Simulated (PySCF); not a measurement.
## Exercise with solution: chemical shift, span and skew from a shielding tensor

CH₈FNSi₂, SMILES N[SiH2]C[SiH2]F. Atoms are numbered in the order given.

```xyz
13

Si    -1.6149    -0.1364     0.3191
F     -2.8326    -0.2750    -0.7562
C      0.0104    -0.0694    -0.5797
Si     1.5021     0.3555     0.4843
N      2.9426    -0.1452    -0.3383
H     -1.8573     1.1122     1.0974
H     -1.6764    -1.3237     1.2176
H      0.1967    -1.0501    -1.0502
H     -0.0708     0.6775    -1.3891
H      1.4715    -0.3916     1.7800
H      1.4081     1.8178     0.8174
H      3.1373     0.2225    -1.2637
H      3.8026    -0.2247     0.1939
```

The structure is a stationary point at PBE0-D3(BJ)/def2-SVP. The structure was generated by enumeration, and PubChem lists no compound with its InChIKey, so it may never have been made. Other conformers were not sampled.

GIAO shieldings from PBE/pcSseg-1 in PySCF, non-relativistic, no solvent. The symmetric part of the tensor of N5 has the principal values 218.6, 252.8, 285.2 ppm. The same nucleus in NH3 has σ = 267.0 ppm at this level (PySCF, at its B3LYP-D3(BJ)/def2-TZVP geometry).

Question: Work out the isotropic shielding, the ¹⁵N shift against NH3, the span and the skew.

Answer: 
σ(iso) = (σ11 + σ22 + σ33)/3 = 252.2 ppm. δ = σ(ref) − σ(iso) = 267.0 − (252.2) = 14.8 ppm.
Span Ω = σ33 − σ11 = 66.6 ppm. Skew κ = 3(σ(iso) − σ22)/Ω = -0.03. Tumbling in solution averages the tensor to δ; in a static solid the shielding alone would spread this spin-1/2 line over Ω.
